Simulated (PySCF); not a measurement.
# What a mistake does to a calculation on AlBCH6Si

These are calculations, not measurements. They come from PySCF 2.14.0, an open-source quantum chemistry program, on an isolated molecule that a program drew, which may never have been made. The molecule is AlBCH6Si (charge 0, singlet), drawn as the SMILES string `[Al][CH2]B[SiH3]`.

Each row is a Hartree-Fock (HF) and frozen-core CCSD(T) single point in the cc-pV(D+d)Z basis, meant for a local HF minimum. Run 1 is clean. Each other run has one planted mistake out of seven kinds, and not every kind appears here: one electron removed, one electron added, multiplicity raised by two, geometry at a saddle point, minimal basis STO-3G, one bond length entered in bohr, all coordinates scaled. The reference is restricted for singlets and unrestricted otherwise, and also for a bond in bohr. Adding or removing an electron swaps singlet and doublet. Electrons count all cores. HOMO and LUMO are orbital energies over both spins, the gradient is its largest component, and the lowest frequency (negative if imaginary) is given only where the gradient is small. Bond lengths are over the 9 bonds as drawn. T1 is the CCSD diagnostic: over 0.02 (restricted) or 0.045 (unrestricted) a single reference is doubtful.

Geometry of the clean run:
```xyz
10
AlBCH6Si, angstrom
Al   -1.1169   -3.1533    1.1251
C    -0.6409   -1.8107   -0.3473
B    -1.2850   -0.4358   -0.1984
Si   -3.0714    0.0861   -1.0497
H    -0.9301   -2.4045   -1.2267
H     0.4514   -1.8448   -0.2094
H    -0.7545    0.3849    0.5124
H    -2.8812    1.2061   -2.0107
H    -3.7092   -1.0377   -1.7909
H    -4.0476    0.5450   -0.0228
```

| run | electrons | basis functions | <S^2> | HOMO (eV) | LUMO (eV) | gradient (hartree/bohr) | lowest frequency (cm^-1) | mean bond (Å) | longest bond (Å) | T1 | HF (hartree) | CCSD(T) (hartree) | mistake |
|---|---|---|---|---|---|---|---|---|---|---|---|---|---|
| 1 | 44 | 104 | 0.000 | -8.03 | 0.80 | 3.0e-05 | 57 | 1.4997 | 2.049 | 0.0159 | -596.86452 | -597.32078 | no fault |
| 2 | 44 | 104 | 0.770 | -8.10 | 0.36 | 2.3e-02 | - | 1.6086 | 2.082 | 0.0630 | -596.74538 | -597.19879 | one bond length entered in bohr |
| 3 | 44 | 34 | 0.000 | -4.66 | 7.91 | 2.6e-02 | - | 1.4997 | 2.049 | 0.0162 | -589.84074 | -590.05825 | minimal basis STO-3G |
| 4 | 45 | 104 | 0.825 | -0.24 | 5.86 | 2.4e-02 | - | 1.4997 | 2.049 | 0.0386 | -596.85353 | -597.32544 | one electron added |
| 5 | 44 | 104 | 2.009 | -6.40 | -0.23 | 1.8e-02 | - | 1.4997 | 2.049 | 0.0214 | -596.81102 | -597.24042 | ? |
| 6 | 43 | 104 | 0.792 | -14.83 | -6.25 | 3.4e-02 | - | 1.4997 | 2.049 | 0.0185 | -596.60337 | -597.02253 | ? |

**Which mistake was planted in run 5, and what did it cost?**

Electrons, basis and geometry are unchanged, and <S^2> is 2.009, beside S(S+1) = 2.00 for a multiplicity of 3. So the mistake is: multiplicity raised by two. Subtracting run 1 and multiplying by 627.51 kcal/mol a hartree, the energy moved by 33.6 kcal/mol in HF and 50.4 kcal/mol in CCSD(T).

**Which mistake was planted in run 6, and what did it cost?**

It counts 43 electrons, one fewer than the clean run, at the same geometry and basis. So the mistake is: one electron removed. Subtracting run 1 and multiplying by 627.51 kcal/mol a hartree, the energy moved by 163.9 kcal/mol in HF and 187.2 kcal/mol in CCSD(T).

Cautions from the logs. Run 2: T1 is over the limit, so its CCSD(T) energy is less reliable.
